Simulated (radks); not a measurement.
Problem. The mean radii <r> (bohr) of the occupied orbitals of an atom or ion are listed with their occupations. All-electron calculation, Dirac Kohn-Sham, PBE, spin-unpolarised, spherical densities, point nucleus. Program: a radial shooting solver on a logarithmic mesh with Libxc functionals.

| orbital | occ. | <r> |
|---|---|---|
| 1s1/2 | 2 | 0.01803 |
| 2s1/2 | 2 | 0.07556 |
| 2p1/2 | 2 | 0.06245 |
| 2p3/2 | 4 | 0.07052 |
| 3s1/2 | 2 | 0.1968 |
| 3p1/2 | 2 | 0.1869 |
| 3p3/2 | 4 | 0.2018 |
| 3d3/2 | 4 | 0.1764 |
| 3d5/2 | 6 | 0.1810 |
| 4s1/2 | 2 | 0.4399 |
| 4p1/2 | 2 | 0.4443 |
| 4p3/2 | 4 | 0.4772 |
| 4d3/2 | 4 | 0.4905 |
| 4d5/2 | 6 | 0.5013 |
| 5s1/2 | 2 | 0.9519 |
| 4f5/2 | 6 | 0.5451 |
| 4f7/2 | 8 | 0.5514 |
| 7f5/2 | 0.428571 | 3.934 |
| 7f7/2 | 0.571429 | 3.942 |

Name the element and its charge. Open shells, if any, are shared by 2j + 1.

Solution. Z = 75, rhenium, charge +12: Re12+ in [Kr] 4d10 4f14 5s2 7f1. The 1s radius gives Z: for a bare nucleus <r> = (2 gamma + 1)/(2Z) with gamma = sqrt(1 - (Z/c)^2), 0.01783 bohr for Z = 75, and screening makes it slightly larger (0.01803 here). The occupations add up to 63, and the charge is Z minus that.
